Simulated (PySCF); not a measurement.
## Dipole response of Bi⁺ (bismuth, charge +1)

[Xe] 4f14 5d10 6s2 6p2, high-spin 3P determinant. All numbers are calculated (PySCF 2.14, scalar relativity by spin-free X2C-1e, in aug-cc-pwCVTZ-DK3 with one added diffuse shell each of s, d, f type (12s10p9d6f1g, 138 functions)). Coupled (time-dependent) response in atomic units; α is the mean over directions.

```tsv
method	mean α (bohr³)	α xx, yy, zz	C₆ (like pair)	S(−4)
UHF	27.55	24.15, 29.24, 29.24	259.2	185.9
```

S(−4) is the Cauchy moment in α(ω) = α(0) + S(−4) ω² + …

Spin-orbit coupling is absent.

α(iu) at UHF:

```csv
u (hartree),α(iu) (bohr³)
0,27.55
0.0500,27.09
0.100,25.84
0.200,21.99
0.300,17.95
0.500,11.97
0.750,7.905
1.00,5.741
1.50,3.596
2.00,2.539
3.00,1.490
5.00,0.6926
```

A single London oscillator, α(iu) = α/(1 + u²/ω²), gives C₆ = (3/4) ω α². Matching the computed C₆ needs ω = 4 × 259.2 / (3 × 27.55²) = 0.455 hartree.

For an ion, C₆ is the dispersion term alone; charge-induced terms of lower order in 1/R come first.

The components differ because the open shell of this determinant is not spherical; for a pure term their mean is the scalar polarisability.

Spin-orbit coupling is strong in this species (close to jj coupling), so the high-spin LS determinant is a model state, not a physical level.
